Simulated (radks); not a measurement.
Task: All-electron atom: Cr+ in [Ar] 3d5. Method: scalar-relativistic Kohn-Sham, PBEsol, spin-polarised, spherical densities, finite nucleus; open shells are filled with parallel spins first; Fermi nuclear charge, rms radius 3.6452 fm; hard spherical wall at 3 bohr; computed with a radial shooting solver on a logarithmic mesh with Libxc functionals. Some entries of the table are withheld. Estimate them.

orbital,occ.,eigenvalue (hartree),r(max) (bohr)
1s down,1,-215.7746,0.04164
1s up,1,-215.7738,0.04164
2s up,1,-24.38497,0.2438
2s down,1,-24.31574,0.2435
2p up,3,-20.48233,0.1978
2p down,3,-20.42949,0.1976
3s up,1,-2.74735,0.7816
3s down,1,-2.56483,0.7823
3p up,3,-1.71197,0.8057
3p down,3,-1.53160,0.8068
3d up,5,-0.12188,0.8520
3d down,0,0.05295,0.8623
4s up,0,0.35343,1.942
4s down,0,0.48323,1.960
4p up,0,0.75605,2.017
4p down,0,0.88255,2.035
4d up,0,(1),(2)
4d down,0,(3),(4)

Result: 
(1) 4d up eigenvalue (hartree): 1.48841
(2) 4d up r(max) (bohr): 2.126
(3) 4d down eigenvalue (hartree): 1.61904
(4) 4d down r(max) (bohr): 2.144
